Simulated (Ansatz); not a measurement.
```yaml
crystal:
  periodic: [false, false, false]
  atoms:
    - {symbol: C, position_ang: [4.736372, -0.103379, -0.237957]}
    - {symbol: C, position_ang: [3.233998, -0.042966, -0.153680]}
    - {symbol: C, position_ang: [2.541166, -0.172914, 1.074698]}
    - {symbol: C, position_ang: [1.148737, -0.152695, 1.149840]}
    - {symbol: C, position_ang: [0.317501, 0.000710, -0.011771]}
    - {symbol: C, position_ang: [-1.131183, 0.022437, 0.056732]}
    - {symbol: C, position_ang: [-1.848925, 0.017076, 1.306561]}
    - {symbol: C, position_ang: [-3.231128, 0.039382, 1.380404]}
    - {symbol: C, position_ang: [-4.046157, 0.066653, 0.196592]}
    - {symbol: C, position_ang: [-5.457337, 0.087335, 0.264354]}
    - {symbol: N, position_ang: [-6.642801, 0.105691, 0.321350]}
    - {symbol: C, position_ang: [-3.347626, 0.069093, -1.060088]}
    - {symbol: C, position_ang: [-1.964674, 0.049742, -1.118549]}
    - {symbol: C, position_ang: [1.036863, 0.137648, -1.247888]}
    - {symbol: C, position_ang: [2.428122, 0.115495, -1.310811]}
    - {symbol: H, position_ang: [5.149887, 0.674177, -0.918766]}
    - {symbol: H, position_ang: [5.205073, 0.045066, 0.757724]}
    - {symbol: H, position_ang: [5.110819, -1.082183, -0.624919]}
    - {symbol: H, position_ang: [3.122887, -0.299659, 2.005611]}
    - {symbol: H, position_ang: [0.681660, -0.268530, 2.139424]}
    - {symbol: H, position_ang: [-1.285967, 0.011150, 2.252568]}
    - {symbol: H, position_ang: [-3.725236, 0.042620, 2.365218]}
    - {symbol: H, position_ang: [-3.933439, 0.082254, -1.993152]}
    - {symbol: H, position_ang: [-1.495024, 0.039831, -2.114227]}
    - {symbol: H, position_ang: [0.478355, 0.283303, -2.184914]}
    - {symbol: H, position_ang: [2.918071, 0.232663, -2.294367]}
basis:
  gaussian: {orbitals: def2-TZVP, initial_orbitals: start.molden}
total_charge: -1
magnetization: {spin_polarized: true, initial_magnetization: 1}
hamiltonian: {xc: pbe0, dispersion: d4}
scf: {omitted_lower_state_checks: [starts]}
output: {orbitals: {seedname: orbitals}}
```

The file start.molden holds the orbitals of an earlier run on this structure, at another level or in another basis.

```sh
$ ansatz run in.yaml --threads 4 --pin off --events-out ev --progress --plain --max-ram 6963MiB
```

Problem. Does this run fit into the memory that it is given?

Solution. No. It has 531 basis functions, and Ansatz plans for 8 GiB where 7 GiB are given.
